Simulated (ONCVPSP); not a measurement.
titanium (Ti): one change to an ONCV potential, before and after

titanium, optimised norm-conserving Vanderbilt (ONCV), made with ONCVPSP 4.0.1 (PBE, scalar-relativistic). Core [Ne], reference 3s2 3p6 3d2 4s1.75 4p0.25. Waves: 3s+4s: rc 1.60 bohr, ncon 4, nbas 8, qcut 5.9 1/bohr, 2 projectors; 3p+4p: rc 2.20 bohr, ncon 4, nbas 7, qcut 5.2 1/bohr, 2 projectors; 3d: rc 2.15 bohr, ncon 3, nbas 8, qcut 6.4 1/bohr, 2 projectors, debl 3.2 Ha; f scattering state at 0.05 Ha: rc 2.35 bohr, ncon 4, nbas 7, qcut 5.5 1/bohr, 1 projector. Local part: polynomial inside 1.40 bohr (lpopt 5, dvloc0 4 Ha). Core correction: none.

Change: s: qcut 5.1; p: qcut 4.5; d: qcut 5.5; f: qcut 4.7.

Cutoffs: the cutoffs (Ha) at which the residual kinetic energy of the hardest occupied pseudo-wave falls to 1 and 0.1 mHa per electron; they do not see the model core or the augmentation charge, which bear on the density cutoff. Errors are all-electron minus pseudo energies relative to the spin-unpolarised reference configuration.

Task: How do hardness, ghosts and transferability respond?

Result: The potential gets harder (17 Ha and 25 Ha → 21 Ha and 58 Ha); of the 4 tests that both files solve, the error grows in 3 and shrinks in 0 by more than 15 % and 0.3 meV (median size 5.6 → 10.2 meV); neither file shows a bound ghost.

```tsv
quantity	base	changed
cutoff, loose	17 Ha	21 Ha
cutoff, tight	25 Ha	58 Ha
loose cutoff by channel	s 13 Ha, p 12 Ha, d 17 Ha	s 10 Ha, p 21 Ha, d 14 Ha
bound ghosts	none	none
GHOST(+) flags under 300 eV	none	none
error for 3s2 3p6 3d2 4s2 4p0, meV [ΔE -0.75 eV]	0.0	0.0
error for 3s2 3p6 3d2 4s1 4p0, meV [ΔE 6.59 eV]	-0.6	-1.2
error for 3s2 3p6 3d2 4s0 4p0, meV [ΔE 20.16 eV]	-11	-19
error for 3s1 3p6 3d2 4s2 4p0, meV [ΔE 68.90 eV]	-454	-588
s: phases at 1.62 bohr within 0.05 rad from the reference energy up to (Ha; the scan ends near 5)	to the end of the scan	to the end of the scan
p: phases at 2.24 bohr within 0.05 rad from the reference energy up to (Ha; the scan ends near 5)	4.4	4.3
d: phases at 2.19 bohr within 0.05 rad from the reference energy up to (Ha; the scan ends near 5)	0.9	0.7
f: phases at 2.39 bohr within 0.05 rad from the reference energy up to (Ha; the scan ends near 5)	3.3	3.2
```

Changed file: The cutoffs count occupied waves only; projector 2 of the d channel, the hardest unoccupied one, needs 69 Ha at the loose tolerance.
